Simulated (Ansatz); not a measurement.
C₃H₅ (SMILES [CH2]C=C), doublet (typed; the unrestricted solution is spin-contaminated), at a GFN2-xTB geometry; MP2/cc-pVDZ (Ansatz, a quantum-chemistry and plane-wave program).

Here is a job for Ansatz.
Ansatz 0.2 input:
```yaml
crystal:
  periodic: [false, false, false]
  atoms:
    - {symbol: C, position_ang: [1.21930413, -0.01255927, -0.15192021]}
    - {symbol: C, position_ang: [-0.05035630, 0.42088717, 0.13622292]}
    - {symbol: H, position_ang: [1.39641854, -1.02027681, -0.48494024]}
    - {symbol: H, position_ang: [2.07179450, 0.63423331, -0.05547914]}
    - {symbol: H, position_ang: [-0.17289208, 1.44506354, 0.46770440]}
    - {symbol: C, position_ang: [-1.17491144, -0.35848292, 0.03182994]}
    - {symbol: H, position_ang: [-2.15056839, 0.02417330, 0.26857681]}
    - {symbol: H, position_ang: [-1.10897088, -1.38226320, -0.29265777]}
basis:
  gaussian:
    orbitals: cc-pVDZ
magnetization: {spin_polarized: true, initial_magnetization: 1}
correlation: {method: mp2, electrons: outside_noble_gas}
accuracy: high
```

The log (banner, timings and long lists left out):

```
Functional definition: HF
1573 factors; integrals over basis functions are off by at most 3.4e-9 eV
mean field evaluation 1: about -3167.2030 eV, gradient 1.7e1 eV
mean field evaluation 2: about -3167.3413 eV, gradient 1.6e1 eV
mean field evaluation 4: about -3169.3466 eV, gradient 2.6e0 eV
mean field evaluation 8: about -3169.5312 eV, gradient 1.9e-1 eV
mean field evaluation 16: about -3169.5318 eV, gradient 1.5e-8 eV
mean field -3169.53178568 eV, -116.4781447378 hartree, gradient 1.5e-8 eV, S^2 0.944492; 0 other end points of the search recorded, 0 dependent functions left out
3 core orbitals not correlated
reference -3169.53178568 eV, -116.4781447378 hartree; 9, 8 occupied and 55, 56 virtual orbitals, 1573 factors
second order -10.05063117 eV of doubles, -0.00000000 eV of singles
Total energy: -3179.58241685 eV, -116.8474986207 hartree
```
